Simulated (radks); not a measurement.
Results of a calculation; reference values are marked as such.
Be3+, 1 electrons, occupied as 2p1 (not the ground configuration). Code: a radial shooting solver on a logarithmic mesh with Libxc functionals. Model: scalar-relativistic Kohn-Sham, PBE, spin-unpolarised, spherical densities, point nucleus; without spin polarisation the odd electron is poorly described.

Unscreened Slater integrals over Kohn-Sham orbitals (eV). Empty in this configuration: 1s.

F0(2p,2p): 19.420
F2(2p,2p): 9.3836
F0(2p,1s): 25.981
G1(2p,1s): 5.4986
F0(1s,1s): 66.856

Derived for the open shells (J is the average intra-shell exchange parameter used in DFT+U). 2p: J = F2/5 = 1.877 eV.
